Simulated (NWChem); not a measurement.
# BiHOCl₂; SMILES [OH][Bi]([Cl])[Cl]

```xyz
5

Bi    -0.3554     0.2585     0.0000
Cl     1.2101    -0.1986     1.8545
Cl     1.2101    -0.1986    -1.8545
O     -1.3597    -1.5487     0.0000
H     -0.7680    -2.3141     0.0000
```
Atoms are numbered in this order, from 1.

Results from NWChem. Geometry: optimised at PBE0/def2-SVP. def2 effective core potentials on Bi; no spin-orbit coupling. Ions are spin-unrestricted doublets at the neutral geometry; other ion states weren't tried.

For level CAM-B3LYP/def2-SVP:

vertical ionisation energy, ΔSCF (eV): 10.76
−ε(HOMO) (eV): 9.69

Q: Estimate the same quantities for level B3LYP/def2-SVP.

A: The vertical ionisation energy, ΔSCF (eV) comes out as 10.44. The −ε(HOMO) (eV) comes out as 8.16.
